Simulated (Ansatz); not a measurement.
Gas-phase reaction (SMILES): CB(C)F [fluoro(dimethyl)borane] → [CH2]B(C)F + H atom; the C-H bond at the site shown breaks (other sites are not compared here).

Each molecule is optimised on its own at B3LYP-D3(BJ)/def2-TZVP (Ansatz, a program for electronic structure), one conformer each, not searched for the lowest. Cores are frozen in the correlated levels unless marked. Open shells are spin-unrestricted. No spin-orbit coupling. Non-relativistic. CBS marks a two-point X^-3 extrapolation of the correlation energy; Hartree-Fock from the larger set. [CCSD(T)-MP2]/basis is that difference in the basis named. Thermal terms are rigid-rotor harmonic-oscillator values from B3LYP-D3(BJ) frequencies (Ansatz) at 298.15 K and 1 atm. 1 Eh = 627.5095 kcal/mol. Atoms have translation alone. Electronic entropy comes from spin alone.

```tsv
species	E, RI-MP2/CBS(aug-cc-pVTZ,aug-cc-pVQZ)+[CCSD(T)-MP2]/aug-cc-pVTZ (Ansatz) (Eh)	E, PBE-D3(BJ)/def2-TZVPD (Ansatz + dftd3) (Eh)	H - E (Eh)	G - E (Eh)
CB(C)F	-204.38178	-204.42402	0.08606	0.04998
[CH2]B(C)F	-203.71550	-203.76343	0.07331	0.03769
H atom	-0.49995	-0.49962	0.00236	-0.01065
```

Problem. Work out ΔE and ΔH, ΔG, ΔS and the equilibrium constant at 298.15 K at the first level, then ΔH at the second.

Solution. 
1. ΔE = [(-203.71550) + (-0.49995)] - [(-204.38178)] = 0.16633 Eh = 104.4 kcal/mol at RI-MP2/CBS(aug-cc-pVTZ,aug-cc-pVQZ)+[CCSD(T)-MP2]/aug-cc-pVTZ.
2. The terms H - E add up to -0.01039 Eh, so ΔH = (0.16633 + (-0.01039))×627.5095 = 97.9 kcal/mol.
3. The terms G - E add up to -0.02294 Eh, so ΔG = 90.0 kcal/mol, and ΔS = (-0.01039 - (-0.02294))×627509.5/298.15 = 26.4 cal/(mol K).
4. log10 K = -ΔG/(RT ln 10) = -66.0, with RT ln 10 = 1.3642 kcal/mol.
5. With ΔH and ΔS taken as constant, ΔG changes sign near ΔH/ΔS = 3710 K, a rough figure that leaves out heat capacities.
6. At PBE-D3(BJ)/def2-TZVPD the same steps give ΔE = 101.0 and ΔH = 94.5 kcal/mol, a shift of -3.4 from the first level.
7. These values are not checked against measurement here, since the tables used lack a sound gas-phase enthalpy of formation for at least one species.
